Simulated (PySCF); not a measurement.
```xyz
4
charge 0 multiplicity 2, angstrom
W    -0.0727    0.0250    0.0000
N    -0.3922   -1.5993    0.0000
F     0.4718    0.4821   -1.7230
F     0.4718    0.4821    1.7230
```

Computed with PySCF, UPBE0, basis W def2-TZVP with ECP60, N def2-TZVP, F def2-TZVP (scalar-relativistic core potentials, no spin–orbit coupling, density fitting).

This geometry of WNF2 is a stationary point at this level.

**Question.** What is the point group?

**Answer.** Cs.

**Question.** Is it a minimum?

**Answer.** Yes: all harmonic wavenumbers are real.

**Question.** Which band is strongest in the infrared?

**Answer.** 692 cm⁻¹ (a''), 165 km/mol.

**Question.** Give the ideal-gas entropy at 298.15 K and 1 bar by parts.

**Answer.** translation 177.0, rotation 106.3, vibration 31.3, spin 5.8; total 320.4 J/(mol K).

Other isomers or separated fragments may lie lower. With open d or f shells other occupations or spin states may lie lower. No spin–orbit coupling is included, which matters more the heavier the element.
